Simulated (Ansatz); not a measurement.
Reaction (ligand exchange at a Ge–N bond): `C[NH][GeH2][F]` + `C[SeH]` → `C[Se][GeH2][F]` + CH₃NH₂

Computed with Ansatz on PBE0-D4/def2-TZVP structures; ΔE is electronic, products minus reactants. CBS: MP2 limit from def2 TZ/QZ plus the TZ coupled-cluster correction, frozen cores. DFT in def2-TZVPP. For Ge, Se outer-core shells are correlated without core-valence functions, which leaves a few kJ/mol of doubt a bond. Scalar relativity is left out up to krypton. One conformer a species, not always the lowest.

Problem. Is it downhill or uphill in electronic energy at CCSD(T)/CBS, and by how much? (Estimate.)

Solution. Computed: Downhill: ΔE = -0.41 eV.

Problem. What do these levels give: PBE-D4, BLYP-D4, r2SCANh-D4, ωB97M-V, B2PLYP, revPBE, r2SCAN, PBE0, LC-ωPBE, HF/def2-TZVPP, CCSD/def2-TZVPP, MP2/def2-QZVPP? (Best estimate.)

Solution. Ansatz gave: PBE-D4 -0.50, BLYP-D4 -0.45, r2SCANh-D4 -0.47, ωB97M-V -0.42, B2PLYP -0.41, revPBE -0.51, r2SCAN -0.46, PBE0 -0.48, LC-ωPBE -0.38, HF/def2-TZVPP -0.37, CCSD/def2-TZVPP -0.37, MP2/def2-QZVPP -0.42 eV.

Largest T1 diagnostic among the species: 0.011.

At CCSD(T), def2-SVP lies +0.14 eV from the extrapolated value and def2-TZVPP +0.04 eV. Leaving LDA and LC-ωPBE aside and taking each functional with its dispersion term where it has one, the values, not all of them listed here, spread over 0.12 eV, from PBE-D4 to CAM-B3LYP-D4. LDA lies +0.08 eV from PBE without D4. From BLYP to BHLYP (50 % exact exchange), in def2-TZVPP and without D4, ΔE moves by +0.03 eV.
